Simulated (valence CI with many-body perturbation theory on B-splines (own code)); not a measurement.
**Sm²¹⁺ in three bases**

Computed by relativistic CI+MBPT: five valence electrons over a frozen Dirac-Fock core [Kr], a basis of 7 s, 7 p, 8 d, 6 f, 4 g, 1 h functions for each j, with the one-electron correlation potential Σ1 (screened to all orders), the two-electron term Σ2, the three-electron term Σ3, Breit, model QED; selected single and double excitations, second order for the rest, scaled by the run's own slope (own B-spline code, finite nucleus).

No measured levels were compared; by estimate terms of the open shell hold to 2 to 4 % of their energy, and close levels can change places. Among the levels kept, up to 590 cm⁻¹ of a level comes from second order outside the variational space, and about a tenth of that is noise between levels of different J, which matters for small intervals. Only levels of the ground parity were solved; by the run's estimate the other parity begins above the list, which can be wrong where configurations are misplaced.

The reference run has the lowest level (4d3/2^4 4d5/2) J=5/2 [a] and an ionisation energy of 658.750 eV. Its largest variational space holds 19893 state functions.

Levels are named by their leading jj configuration (3d3/2^4 stands for four electrons in 3d with j = 3/2), which in mixed levels can hold well under half, so a name can repeat and another be missing. Letters in brackets count levels of one name in rising energy.

Changed runs:
A. basis 6 s, 6 p, 5 d, 5 f, 1 g
B. basis 5 s, 5 p, 4 d, 4 f

Excitation energies of the reference run in cm⁻¹, and shifts in cm⁻¹:

```
                      Level  Reference       A       B
  (4d3/2^4 4d5/2) J=5/2 [b]      37754    +258    +968
(4d3/2^3 4d5/2^2) J=7/2 [a]      60889    +265   +1244
(4d3/2^3 4d5/2^2) J=3/2 [a]      63369    +261   +1203
   (4d3/2^3 4d5/2^2) J=11/2      65540    +269   +1168
    (4d3/2^3 4d5/2^2) J=9/2      71152    +236   +1266
    (4d3/2^3 4d5/2^2) J=5/2      71935    +215   +1159
    (4d3/2^3 4d5/2^2) J=1/2      77260    +251   +1246
(4d3/2^3 4d5/2^2) J=7/2 [b]      88523    +319   +1701
(4d3/2^2 4d5/2^3) J=5/2 [a]      94443    +345   +1455
(4d3/2^2 4d5/2^3) J=7/2 [a]     103077    +295   +1561
   (4d3/2^2 4d5/2^3) J=11/2     105749    +282   +1271
(4d3/2^3 4d5/2^2) J=3/2 [b]     108095    +412   +1728
     Ionisation energy (eV)    658.750  -0.054  -0.094
```
